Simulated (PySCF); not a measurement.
Al(H)(F)(vinyl) (C₂H₄AlF), SMILES [CH](=C)[AlH][F].

Geometry optimised at TPSSh-D3(BJ)/def2-SVP. One conformer was computed; it need not be the lowest.

Computed with TDA-ωB97X/def2-SVPD run with PySCF.

Vertical excitations. The molecule is in vacuum. State labels are in the subgroup Cs.

```
state  symmetry  energy (eV)  λ (nm)      f                                                               main pairs
-----  --------  -----------  ------  -----  -----------------------------------------------------------------------
S1           A"         5.67     219  0.000                                                         HOMO−1→LUMO 94 %
S2           A'         6.86     181  0.315                                                           HOMO→LUMO 95 %
S3           A"         7.20     172  0.025                                     HOMO−1→LUMO+2 64 %, HOMO−2→LUMO 27 %
S4           A"         7.90     157  0.097                     HOMO→LUMO+1 60 %, HOMO→LUMO+4 19 %, HOMO→LUMO+3 11 %
S5           A'         7.97     155  0.106                 HOMO−1→LUMO+1 57 %, HOMO→LUMO+2 17 %, HOMO−1→LUMO+4 10 %
S6           A"         8.14     152  0.046                                     HOMO−2→LUMO 57 %, HOMO−1→LUMO+2 21 %
S7           A'         8.30     149  0.099                  HOMO−1→LUMO+3 50 %, HOMO→LUMO+2 27 %, HOMO−1→LUMO+4 9 %
S8           A"         8.30     149  0.002                                       HOMO→LUMO+3 75 %, HOMO→LUMO+1 12 %
S9           A"         8.51     146  0.044                      HOMO−3→LUMO 47 %, HOMO−5→LUMO 23 %, HOMO−2→LUMO 9 %
S10          A'         8.62     144  0.066                 HOMO→LUMO+2 37 %, HOMO−1→LUMO+1 27 %, HOMO−1→LUMO+3 25 %
T1           A'         4.12     301      0                                         HOMO→LUMO 69 %, HOMO→LUMO+2 24 %
T2           A"         5.16     241      0                                                         HOMO−1→LUMO 88 %
T3           A"         6.64     187      0                                     HOMO−1→LUMO+2 47 %, HOMO−2→LUMO 41 %
T4           A'         7.18     173      0  HOMO−1→LUMO+1 44 %, HOMO−1→LUMO+4 19 %, HOMO→LUMO+2 15 %, HOMO→LUMO 7 %
```
Triplets are in the Tamm–Dancoff approximation.
